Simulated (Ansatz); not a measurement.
Reactions of `CNBCl`.

Calculated with Ansatz (gas phase, PBE0-D4/def2-TZVP geometries, no zero-point term in ΔE). CCSD(T)/CBS adds triple-zeta CCSD(T) − MP2 to the extrapolated MP2 energy (def2 sets, frozen cores). This one scheme is used for every species. For Sc outer-core shells are correlated without core-valence functions, which leaves a few kJ/mol of doubt a bond. Scalar relativity is left out up to krypton. Each species was taken in one conformer, which may not be the lowest.

(1) Order these by ΔE at CCSD(T)/CBS, lowest first. (Best estimate.)
A. `CNBCl` + H–F → `CNBF` + HCl
B. `CNBCl` + `CCNC` → `CCN(C)BCl` + CH₃NH₂
C. `CNBCl` + `FC([SiH3])S` → `CSC(F)[SiH3]` + `NBCl`
D. `CNBCl` + `[OH][Sc]([F])[F]` → `C[O][Sc]([F])[F]` + `NBCl`
E. `CNBCl` + CH₄ → `CBNC` + HCl
F. `CNBCl` + CH₄ → `CBCl` + CH₃NH₂
G. `CNBCl` + `[AlH3]` → `[AlH2][BH]Cl` + CH₃NH₂
H. `CNBCl` + HCl → `ClBCl` + CH₃NH₂

Largest T1 diagnostic: 0.017, for `[OH][Sc]([F])[F]`.

Results:

(1) A (-38.8 kJ/mol), C (-28.5 kJ/mol), B (-4.2 kJ/mol), D (+18.8 kJ/mol), H (+60.6 kJ/mol), E (+93.5 kJ/mol), F (+142.9 kJ/mol), G (+176.0 kJ/mol).
